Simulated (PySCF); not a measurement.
Species: C6H14Ge.
Numbering: `[CH3:1][C@H:2]1[CH2:3][CH2:4][CH2:5][GeH2:6][CH2:7]1` (hydrogens: H8, H9, H10 on C1; H11 on C2; H12, H13 on C3; H14, H15 on C4; H16, H17 on C5; H18, H19 on Ge6; H20, H21 on C7)

Theory: PBE0-D3(BJ)/def2-SVP geometry optimisation, gas phase (PySCF 2.14.0).

Q: What internal coordinates does the optimisation give?

A: 
```
                bond  length (Å)
               C1–C2       1.525
               C2–C3       1.535
               C3–C4       1.529
               C4–C5       1.530
              C5–Ge6       1.959
              Ge6–C7       1.960
               C2–C7       1.534
C1–H8, C1–H9, C1–H10       1.102
              C2–H11       1.108
              C3–H12       1.107
              C3–H13       1.103
              C4–H14       1.104
              C4–H15       1.106
              C5–H16       1.103
              C5–H17       1.101
             Ge6–H18       1.546
             Ge6–H19       1.543
              C7–H20       1.105
              C7–H21       1.102
```

Bonds in one row agree within 0.01 Å and their mean is given. A selection of angles:
```
      angle  degrees
   C2–C1–H8    111.6
   H8–C1–H9    107.9
   C1–C2–C3    110.7
   C1–C2–C7    110.6
  C1–C2–H11    107.6
   C3–C2–C7    112.8
  C3–C2–H11    107.0
  C7–C2–H11    107.9
   C2–C3–C4    115.9
  C2–C3–H12    108.7
  C2–C3–H13    108.1
  C4–C3–H12    109.5
  C4–C3–H13    108.4
 H12–C3–H13    105.7
   C3–C4–C5    114.6
  C3–C4–H14    108.7
  C3–C4–H15    108.6
  C5–C4–H14    109.5
  C5–C4–H15    109.6
 H14–C4–H15    105.5
  C4–C5–Ge6    109.8
  C4–C5–H16    110.2
  C4–C5–H17    111.2
 Ge6–C5–H16    107.8
 Ge6–C5–H17    111.0
 H16–C5–H17    106.7
  C5–Ge6–C7    102.8
 C5–Ge6–H18    110.1
 C5–Ge6–H19    112.7
 C7–Ge6–H18    110.1
 C7–Ge6–H19    112.2
H18–Ge6–H19    108.8
 Ge6–C7–H20    107.8
 Ge6–C7–H21    110.6
  C2–C7–Ge6    111.5
  C2–C7–H20    109.5
  C2–C7–H21    110.7
 H20–C7–H21    106.5
```

Dihedral angles: C1–C2–C3–C4 -169° (antiperiplanar); C2–C3–C4–C5 -68° (synclinal); C3–C4–C5–Ge6 55° (synclinal); C4–C5–Ge6–C7 -43° (synclinal); C5–Ge6–C7–C2 43° (synclinal); C1–C2–C7–Ge6 -179° (antiperiplanar).

The 6-membered ring C2–C3–C4–C5–Ge6–C7 has internal angles of 102.8° to 115.9° (sum 667°, against 720° for a flat polygon); it is puckered, 0.24 Å rms from its mean plane, widest ring torsion 68°. Ge6 (germanium bonded to 2 C and 2 H) is distorted tetrahedral (angles from 102.8° to 112.7°). Of the pairs four or more bonds apart, H8···H13 is among the closest relative to their van der Waals radii: 2.41 Å, 101 % of the sum of Bondi's values.

Point group: C1 (no symmetry element, even within 0.4 Å). Not checked by PBE0-D3(BJ)/def2-SVP frequencies. One conformer, not necessarily the lowest.

The run took 1.8 min of wall time on an AMD EPYC 7R43 with one thread, no GPU, shared host with 256 logical CPUs at a one-minute load of 100, and the process peaked at 0.89 GiB of memory. That covers the optimisation of the geometry.
